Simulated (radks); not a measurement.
All-electron atom: Yb in [Xe] 4f14 6s(up 1, down 1).

All-electron calculation, scalar-relativistic Kohn-Sham, LDA (Slater exchange, Perdew-Wang correlation), spin-polarised, spherical densities, point nucleus. Program: a radial shooting solver on a logarithmic mesh with Libxc functionals.

Energy parts (hartree):
total: -14051.1748
kinetic: 15310.8372
electron-nucleus: -34598.7215
Hartree: 5520.8545
exchange-correlation: -284.1450

Orbitals (lengths in bohr, moments of r in powers of bohr; r(max) is where P^2 peaks):
orbital  occ.  eigenvalue (hartree)      <r>   r(max)
1s          2             -2248.762  0.01967  0.01238
2s          2             -381.0377  0.08338  0.07063
2p          6             -335.9461  0.07417  0.05757
3s          2             -85.86509   0.2169   0.1996
3p          6             -72.27477   0.2164   0.1967
3d         10             -55.70112   0.1962   0.1602
4s          2             -16.86999   0.4881   0.4552
4p          6             -12.40696   0.5185   0.4764
4d         10              -6.53350   0.5603   0.4909
5s          2              -2.02509    1.208    1.069
5p          6              -1.01386    1.452    1.232
6s          2              -0.14993    3.871    3.221
4f         14              -0.11933   0.7912   0.4823

The highest occupied level is 4f at -3.247 eV. The density falls to 0.001 e/bohr^3 at r = 5.02 bohr. Summed over all electrons, <r^2> = 71.44 bohr^2, which gives a Langevin (diamagnetic) susceptibility term of -56.6 x 10^-6 cm^3/mol.

Run on one thread of a shared host, so times are rough (Arm Neoverse N1): 0.75 s of CPU time, 0.77 s wall, 29 iterations on 2728 mesh points.
